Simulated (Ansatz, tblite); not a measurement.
Cost and result up the ladder for Ge(CF3)H3 (CH₃F₃Ge) (8 atoms). The state is a singlet with charge 0. Geometry: PBE0-D4/def2-SVP.

```csv
atom,x (Å),y (Å),z (Å)
Ge1,-0.810,0.275,0.535
C2,0.792,-0.269,-0.523
F3,1.321,-1.409,-0.062
F4,1.751,0.664,-0.477
F5,0.486,-0.464,-1.813
H6,-1.294,1.620,-0.020
H7,-0.374,0.400,2.000
H8,-1.872,-0.816,0.359
```

Ansatz on 4 threads of Arm Neoverse N1 on a shared host; xTB runs through tblite on one thread. Times are rough, summed over both states, and most runs start from the orbitals of an earlier one. PBE0-D4/def2-TZVP serves as the yardstick here, not as an exact answer. The other state is a doublet.

The xTB rows come from tblite.

Raw xTB energies of ions are shifted by several eV.

```csv
level,functions,vertical IE (eV),difference from PBE0-D4/def2-TZVP (eV)
PBE0-D4/def2-TZVP (with forces),190,11.66,0.00
PBE-D4/def2-TZVP,190,11.23,-0.43
GFN1-xTB,31,16.23,4.57
GFN2-xTB,28,15.73,4.07
r2SCAN-D4/def2-TZVP,190,11.43,-0.23
```

Question: Estimate how long each takes.

Answer: GFN2-xTB 0.01 s; GFN1-xTB 0.016 s; PBE-D4/def2-TZVP 7.8 s; PBE0-D4/def2-TZVP (with forces) 12 s; r2SCAN-D4/def2-TZVP 15 s. On shared hardware such times vary by a factor of up to 3.
